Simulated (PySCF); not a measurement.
Level of theory: shielding tensors at PBE0/pcSseg-1 (GIAO), GFN2-xTB structure, in PySCF (isolated molecule, non-relativistic Hamiltonian, single conformer, fast rotation and ring inversion assumed for equivalent nuclei).

Shifts are taken against calculated references (same method and geometry level): TMS for 1H (31.72 ppm) and 13C (186.93 ppm). Shifts are as computed. Against solution values, carbons near 30 ppm lie about +3 ppm off and those near 130 ppm about +5 ppm. Of 1211 compounds with measured shifts, 218 miss one by over three times the rms of a fit or turn the order of signals round; such compounds aren't used in these exercises.

Task: Order these molecules by the shift of their most deshielded carbon, lowest δ first.
A. CCc1nc(C)nnc1C
B. C[C@H](C#N)OC(C)(C)C
C. Cc1cnncc1N(C)C
D. C=Cc1nnn(CC)c1C

Result: B (127.1 ppm, nitrile carbon), D (148.3 ppm, substituted aromatic carbon next to a ring nitrogen), C (156.9 ppm, aromatic CH next to a ring nitrogen), A (171.6 ppm, substituted aromatic carbon next to a ring nitrogen).

Task: How many 13C and 1H signals does each give (equivalence by symmetry and fast rotation, but not about amide C–N or C=N bonds)? `C=Cc1nnn(CC)c1C`, `C[C@H](C#N)OC(C)(C)C`, `Cc1cnncc1N(C)C`, `CCc1nc(C)nnc1C`

Result: C=Cc1nnn(CC)c1C: 7 C, 6 H; C[C@H](C#N)OC(C)(C)C: 5 C, 3 H; Cc1cnncc1N(C)C: 6 C, 4 H; CCc1nc(C)nnc1C: 7 C, 4 H.
